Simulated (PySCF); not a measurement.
# Worked example: entropy of an ideal gas

C2H4F, SMILES C[CH]F (connectivity only; charge and spin as stated), charge +1, multiplicity 1.

Geometry: PBE-D3(BJ)/def2-TZVP. The spin state was assumed, not searched. The isomer is the one that the SMILES or the coordinates give; other isomers of the formula were not compared.

PBE-D3(BJ)/def2-TZVP (PySCF) gives the harmonic wavenumbers 128, 481, 686, 886, 1080, 1157, 1238, 1322, 1327, 1357, 1530, 2877, 2884, 3050, 3110 cm⁻¹ and the rotational temperatures 2.5775, 0.4720, 0.4194 K. The molar mass is 47.05 g/mol, the symmetry number 1, the spin multiplicity 1.

Question: Work out the entropy at 298.15 K and 1 atm in the rigid-rotor, harmonic-oscillator model.

Answer: 
Translation (Sackur–Tetrode at 1 atm): S = R[1.5 ln M + 2.5 ln T − 1.16487] = 156.8 J/(mol K).
Rotation: q = (√π/σ) T^1.5/√(θA θB θC) = 12800, S = R[ln q + 3/2] = 91.1 J/(mol K).
Vibration: with u = 1.4388 ν/T, each mode gives R[u/(e^u − 1) − ln(1 − e^−u)]:
| ν (cm⁻¹) | modes | u | S (J/(mol K)) |
|---|---|---|---|
| 128 | 1 | 0.62 | 12.45 |
| 481 | 1 | 2.32 | 2.96 |
| 686 | 1 | 3.31 | 1.35 |
| 886 | 1 | 4.28 | 0.62 |
| 1080 | 1 | 5.21 | 0.28 |
| 1157 | 1 | 5.58 | 0.21 |
| 1238 | 1 | 5.97 | 0.15 |
| 1322 | 1 | 6.38 | 0.10 |
| 1327 | 1 | 6.40 | 0.10 |
| 1357 | 1 | 6.55 | 0.09 |
| 1530 | 1 | 7.38 | 0.04 |
The stiffer modes add less than 0.005 each. Sum 18.4 J/(mol K).
Spin: R ln 1 = 0.0 J/(mol K).
Total 266.2 J/(mol K); the program's own thermochemistry gives 266.2. Translation makes up 59 % and vibration 7 %. Anharmonicity, hindered rotation and orbital degeneracy are left out.
